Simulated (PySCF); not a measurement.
Compound: C9H16.
Numbering: `[CH3:1][CH2:2][CH2:3][C@@H:4]1[CH:5]=[CH:6][CH2:7][CH2:8][CH2:9]1` (hydrogens: H10, H11, H12 on C1; H13, H14 on C2; H15, H16 on C3; H17 on C4; H18 on C5; H19 on C6; H20, H21 on C7; H22, H23 on C8; H24, H25 on C9)

Method used: PBE0-D3(BJ)/def2-SVP geometry optimisation, gas phase in PySCF.

Q: Give the optimised bond lengths and angles.

A: 
```csv
bond,length (Å)
C1–C2,1.521
C2–C3,1.523
C3–C4,1.532
C4–C5,1.505
C5=C6,1.337
C6–C7,1.499
C7–C8,1.524
C8–C9,1.523
C4–C9,1.530
"C1–H10, C1–H11, C1–H12",1.102
C2–H13,1.105
C2–H14,1.103
C3–H15,1.106
C3–H16,1.105
C4–H17,1.110
C5–H18,1.096
C6–H19,1.095
C7–H20,1.107
C7–H21,1.103
C8–H22,1.101
C8–H23,1.104
C9–H24,1.101
C9–H25,1.106
```

Bonds in one row agree within 0.01 Å and their mean is given. A selection of angles:
```csv
angle,degrees
C1–C2–C3,113.0
C2–C3–C4,115.0
C3–C4–C5,110.5
C3–C4–C9,112.8
C5–C4–C9,110.8
C4–C5–C6,124.4
C5–C6–C7,123.3
C6–C7–C8,111.5
C7–C8–C9,111.1
C4–C9–C8,111.8
```

Dihedral angles: C1–C2–C3–C4 176° (antiperiplanar); C2–C3–C4–C5 -175° (antiperiplanar); C3–C4–C5–C6 -138° (anticlinal); C4–C5–C6–C7 -2° (synperiplanar); C5–C6–C7–C8 -14° (synperiplanar); C6–C7–C8–C9 45° (synclinal); C7–C8–C9–C4 -61° (synclinal); C3–C4–C9–C8 167° (antiperiplanar).

Of the pairs four or more bonds apart, C9···H14 is among the closest relative to their van der Waals radii: 2.79 Å, 96 % of the sum of Bondi's values. The C–C distances run from 1.337 Å (C5=C6, drawn double) to 1.532 Å (C3–C4, drawn single), a spread of 0.195 Å. The 6-membered ring C4–C5–C6–C7–C8–C9 has internal angles of 110.8° to 124.4° (sum 693°, against 720° for a flat polygon); it is puckered, 0.20 Å rms from its mean plane, widest ring torsion 61°.

Point group: C1 (no symmetry element, even within 0.4 Å). Stationary, but not proved a minimum. The numbers are those of one conformer.
